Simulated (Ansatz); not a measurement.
Al₅F₃⁺ (the lowest doublet isomer of a short search). The state is a doublet with charge 1. Geometry PBE-D4/def2-SVP, basis def2-TZVP, Ansatz.

```xyz
8

Al    1.3365   -1.3155    0.7203
Al   -1.1450   -1.3616   -0.6507
Al    0.9026   -0.6353   -2.0742
Al   -0.1111    0.9965   -0.0438
Al   -3.1137    0.7787    0.8585
F     2.3161   -0.9216   -0.8562
F    -1.3961    1.8298    0.9063
F     1.2107    0.6291    1.1398
```

```
run  HOMO (eV)  LUMO (eV)
  A      -9.09      -7.15
  B      -8.16      -7.66
  C      -9.92      -6.22
  D      -8.63      -7.65
```

The structure comes from a short search, and lower isomers may exist.

HOMO and LUMO are taken over both spins.

The runs used BLYP, CAM-B3LYP, PBE0, r2SCAN. Estimate which is which.

A PBE0 (25 % exact exchange); B BLYP (0 % exact exchange); C CAM-B3LYP (range-separated); D r2SCAN (0 % exact exchange). Exact exchange lowers occupied and raises empty levels; among semilocal functionals meta-GGAs tend to open the gap a little, and such runs are hard to tell apart. The gap grows from 0.50 eV (BLYP) to 3.70 eV (CAM-B3LYP).
